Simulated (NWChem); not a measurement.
System: CCl2, singlet; SMILES [C](Cl)Cl

Here is an NWChem input.

```
start job
memory heap 200 mb stack 700 mb global 900 mb
geometry units angstroms noautoz
  Cl     1.394715     0.000000    -0.159238
  C      0.000000     0.000000     0.826695
  Cl    -1.394715     0.000000    -0.159238
end
basis spherical
  * library def2-svp
end
dft
  xc xpbe96 cpbe96
  iterations 150
  mulliken
end
task dft energy
```

Excerpt of the output:

```
             Northwest Computational Chemistry Package (NWChem) 7.3.0
             --------------------------------------------------------

 C2V symmetry detected

                             Geometry "geometry" -> ""
                             -------------------------

 Output coordinates in angstroms (scale by  1.889725989 to convert to a.u.)

  No.       Tag          Charge          X              Y              Z
 ---- ---------------- ---------- -------------- -------------- --------------
    1 Cl                  17.0000     1.39471500     0.00000000    -0.14788995
    2 C                    6.0000     0.00000000     0.00000000     0.83804305
    3 Cl                  17.0000    -1.39471500     0.00000000    -0.14788995

 Effective nuclear repulsion energy (a.u.)     118.0291355863

      Symmetry information
      --------------------

 Group name             C2v
 Group number             16
 Group order               4
 No. of unique centers     2

  pbe96 is a nonlocal functional; adding pw91lda local functional.

                                 NWChem DFT Module
                                 -----------------

 Summary of "ao basis" -> "ao basis" (spherical)
 ------------------------------------------------------------------------------
       Tag                 Description            Shells   Functions and Types
 ---------------- ------------------------------  ------  ---------------------
 Cl                         def2-svp                 8       18   4s3p1d
 C                          def2-svp                 6       14   3s2p1d

      Symmetry analysis of basis
      --------------------------

        a1         20
        a2          6
        b1         16
        b2          8

            General Information
            -------------------
          SCF calculation type: DFT
          Wavefunction type:  closed shell.
          No. of atoms     :     3
          No. of electrons :    40
           Alpha electrons :    20
            Beta electrons :    20
          Charge           :     0
          Spin multiplicity:     1
          Use of symmetry is: on ; symmetry adaption is: on
          Maximum number of iterations: 150
          AO basis - number of functions:    50
                     number of shells:    22
          Convergence on energy requested:  1.00D-06
          Convergence on density requested:  1.00D-05
          Convergence on gradient requested:  5.00D-04

              XC Information
              --------------
          PerdewBurkeErnzerhof Exchange Functional  1.000
            Perdew 1991 LDA Correlation Functional  1.000 local
           PerdewBurkeErnz. Correlation Functional  1.000 non-local

             Grid Information
             ----------------
          Grid used for XC integration:  medium
          Radial quadrature: Mura-Knowles
          Angular quadrature: Lebedev.
          Tag              B.-S. Rad. Rad. Pts. Rad. Cut. Ang. Pts.
          ---              ---------- --------- --------- ---------
          Cl                  1.00       88           8.0       590
          C                   0.70       49           6.0       434
          Grid pruning is: on
          Number of quadrature shells:   137
          Spatial weights used:  Erf1

      Superposition of Atomic Density Guess
      -------------------------------------

 Sum of atomic energies:        -956.27184893

      Non-variational initial energy
      ------------------------------

 Total energy =    -956.831166
 1-e energy   =   -1555.682165
 2-e energy   =     480.821863
 HOMO         =      -0.233350
 LUMO         =      -0.045854

      Symmetry analysis of molecular orbitals - initial
      -------------------------------------------------

  Numbering of irreducible representations:

     1 a1          2 a2          3 b1          4 b2

  Orbital symmetries:

     1 b1          2 a1          3 a1          4 a1          5 b1
     6 a1          7 b1          8 a1          9 b2         10 b1
    11 a2         12 a1         13 b1         14 a1         15 b1
    16 a1         17 b2         18 a2         19 b1         20 a1
    21 b2         22 a1         23 b1         24 a1         25 b1
    26 a1         27 b2         28 a1         29 b1         30 a1

     ---------------------------------------------
      Total Density - Mulliken Population Analysis
     ---------------------------------------------

    Atom       Charge   Shell Charges
 -----------   ------   -------------------------------------------------------
    1 Cl  17    17.23   2.00  1.99  1.23  0.71  5.94  2.13  3.20  0.03
    2 C    6     5.55   1.99  1.14  0.60  1.11  0.67  0.04
    3 Cl  17    17.23   2.00  1.99  1.23  0.71  5.94  2.13  3.20  0.03

   convergence    iter        energy       DeltaE   RMS-Dens  Diis-err
 ---------------- ----- ----------------- --------- --------- ---------
 d= 0,ls=0.0,diis     1   -957.5561925707 -1.08D+03  3.48D-02  7.71D-01
 d= 0,ls=0.0,diis     2   -957.0189443061  5.37D-01  2.84D-02  4.81D+00
 d= 0,ls=0.0,diis     3   -957.6442104539 -6.25D-01  5.81D-03  4.94D-02
 d= 0,ls=0.0,diis     4   -957.6499849388 -5.77D-03  1.65D-03  9.39D-03
 d= 0,ls=0.0,diis     5   -957.6511533632 -1.17D-03  2.02D-04  1.43D-04
  Resetting Diis
 d= 0,ls=0.0,diis     6   -957.6511735080 -2.01D-05  3.65D-05  3.98D-06
 d= 0,ls=0.0,diis     7   -957.6511740750 -5.67D-07  7.47D-06  5.76D-08

         Total DFT energy =     -957.651174074957
      One electron energy =    -1555.348278333295
           Coulomb energy =      541.050953035666
    Exchange-Corr. energy =      -61.382984363673
 Nuclear repulsion energy =      118.029135586344

 Numeric. integr. density =       40.000000759435

                  Occupations of the irreducible representations
                  ----------------------------------------------

                     irrep           alpha         beta
                     --------     --------     --------
                     a1                9.0          9.0
                     a2                2.0          2.0
                     b1                7.0          7.0
                     b2                2.0          2.0

                       DFT Final Molecular Orbital Analysis
                       ------------------------------------

 Vector   18  Occ=2.000000D+00  E=-3.173639D-01  Symmetry=a2
              MO Center=  1.7D-14, -5.3D-17, -1.3D-01, r^2= 3.0D+00
   Bfn.  Coefficient  Atom+Function         Bfn.  Coefficient  Atom+Function
  ----- ------------  ---------------      ----- ------------  ---------------
    12      0.463148  1 Cl py                44     -0.463148  3 Cl py
     9      0.356473  1 Cl py                41     -0.356473  3 Cl py
     6      0.205129  1 Cl py                38     -0.205129  3 Cl py

 Vector   19  Occ=2.000000D+00  E=-2.887814D-01  Symmetry=b1
              MO Center=  4.3D-15, -8.4D-19, -1.2D-01, r^2= 3.1D+00
   Bfn.  Coefficient  Atom+Function         Bfn.  Coefficient  Atom+Function
  ----- ------------  ---------------      ----- ------------  ---------------
    11      0.368335  1 Cl px                43      0.368335  3 Cl px
    13      0.305378  1 Cl pz                45     -0.305378  3 Cl pz
     8      0.279319  1 Cl px                40      0.279319  3 Cl px
    10      0.240494  1 Cl pz                42     -0.240494  3 Cl pz
     5      0.159280  1 Cl px                37      0.159280  3 Cl px

 Vector   20  Occ=2.000000D+00  E=-2.118814D-01  Symmetry=a1
              MO Center= -3.0D-16, -2.2D-16,  7.2D-01, r^2= 2.3D+00
   Bfn.  Coefficient  Atom+Function         Bfn.  Coefficient  Atom+Function
  ----- ------------  ---------------      ----- ------------  ---------------
    21      0.485369  2 C  s                 24      0.393329  2 C  pz
    20      0.353139  2 C  s                 13     -0.343975  1 Cl pz
    45     -0.343975  3 Cl pz                10     -0.239329  1 Cl pz
    42     -0.239329  3 Cl pz                27      0.206039  2 C  pz
    19     -0.156612  2 C  s                  7     -0.134664  1 Cl pz

 Vector   21  Occ=0.000000D+00  E=-1.494958D-01  Symmetry=b2
              MO Center= -1.0D-14,  9.3D-16,  5.2D-01, r^2= 2.1D+00
   Bfn.  Coefficient  Atom+Function         Bfn.  Coefficient  Atom+Function
  ----- ------------  ---------------      ----- ------------  ---------------
    23      0.598168  2 C  py                26      0.483853  2 C  py
    12     -0.341014  1 Cl py                44     -0.341014  3 Cl py
     9     -0.207652  1 Cl py                41     -0.207652  3 Cl py
     6     -0.117664  1 Cl py                38     -0.117664  3 Cl py
    14     -0.053919  1 Cl d -2              46      0.053919  3 Cl d -2

 Vector   22  Occ=0.000000D+00  E=-4.543349D-03  Symmetry=a1
              MO Center= -5.0D-14,  4.5D-16,  1.8D-01, r^2= 2.6D+00
   Bfn.  Coefficient  Atom+Function         Bfn.  Coefficient  Atom+Function
  ----- ------------  ---------------      ----- ------------  ---------------
    21      0.753322  2 C  s                 27     -0.685136  2 C  pz
    11      0.624641  1 Cl px                43     -0.624641  3 Cl px
     4     -0.529812  1 Cl s                 36     -0.529812  3 Cl s
    24     -0.520612  2 C  pz                20      0.510314  2 C  s
    13     -0.254557  1 Cl pz                45     -0.254557  3 Cl pz

 Vector   23  Occ=0.000000D+00  E= 4.546776D-02  Symmetry=b1
              MO Center=  2.2D-14, -7.4D-17,  4.1D-01, r^2= 2.5D+00
   Bfn.  Coefficient  Atom+Function         Bfn.  Coefficient  Atom+Function
  ----- ------------  ---------------      ----- ------------  ---------------
    25      0.844841  2 C  px                22      0.660133  2 C  px
    13     -0.467010  1 Cl pz                45      0.467010  3 Cl pz
     4     -0.440441  1 Cl s                 36      0.440441  3 Cl s
    11      0.406799  1 Cl px                43      0.406799  3 Cl px
     3     -0.208789  1 Cl s                 35      0.208789  3 Cl s

     ---------------------------------------------
      Total Density - Mulliken Population Analysis
     ---------------------------------------------

    Atom       Charge   Shell Charges
 -----------   ------   -------------------------------------------------------
    1 Cl  17    16.98   2.00  1.98  1.30  0.67  5.93  2.16  2.90  0.04
    2 C    6     6.05   1.99  1.18  0.61  1.57  0.64  0.05
    3 Cl  17    16.98   2.00  1.98  1.30  0.67  5.93  2.16  2.90  0.04

     -------------------------------------------
      Total Density - Lowdin Population Analysis
     -------------------------------------------

    Atom       Charge   Shell Charges
 -----------   ------   -------------------------------------------------------
    1 Cl  17    16.80   2.00  1.96  1.06  0.77  5.82  2.26  2.88  0.05
    2 C    6     6.41   1.98  0.98  0.65  1.47  1.23  0.10
    3 Cl  17    16.80   2.00  1.96  1.06  0.77  5.82  2.26  2.88  0.05

     Multipole analysis of the density
     ---------------------------------

     L   x y z        total         alpha         beta         nuclear
     -   - - -        -----         -----         ----         -------
     0   0 0 0     -0.000000    -20.000000    -20.000000     40.000000

     1   1 0 0     -0.000000     -0.000000     -0.000000      0.000000
     1   0 1 0     -0.000000     -0.000000     -0.000000      0.000000
     1   0 0 1     -0.613833     -0.306916     -0.306916      0.000000

     2   2 0 0    -20.998931   -128.590665   -128.590665    236.182400
     2   1 1 0      0.000000      0.000000      0.000000      0.000000
     2   1 0 1      0.000000      0.000000      0.000000      0.000000
     2   0 2 0    -21.675455    -10.837727    -10.837727      0.000000
     2   0 1 1     -0.000000     -0.000000     -0.000000      0.000000
     2   0 0 2    -24.619651    -21.161647    -21.161647     17.703643
```

Level: PBE/def2-SVP. Low-valent species are run as closed-shell singlets; no triplet was tried in these runs. Structure relaxed at the PBE0-D3(BJ)/def2-TZVP level.
